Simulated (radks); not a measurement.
Task: The mean radii <r> (bohr) of the occupied orbitals of an atom or ion are listed with their occupations. Calculated with a radial shooting solver on a logarithmic mesh with Libxc functionals: non-relativistic Kohn-Sham, LDA (Slater exchange, Perdew-Wang correlation), spin-unpolarised, spherical densities, point nucleus.

| orbital | occ. | <r> |
|---|---|---|
| 1s | 2 | 0.02575 |
| 2s | 2 | 0.1097 |
| 2p | 6 | 0.09316 |
| 3s | 2 | 0.2781 |
| 3p | 6 | 0.2666 |
| 3d | 8 | 0.2355 |

Name the element and its charge.

Result: Z = 59, praseodymium, charge +33: Pr33+ in [Ar] 3d8. The 1s radius gives Z: for a bare nucleus <r> = 1.5/Z, 0.02542 bohr for Z = 59, and screening makes it slightly larger (0.02575 here). The occupations add up to 26, and the charge is Z minus that.
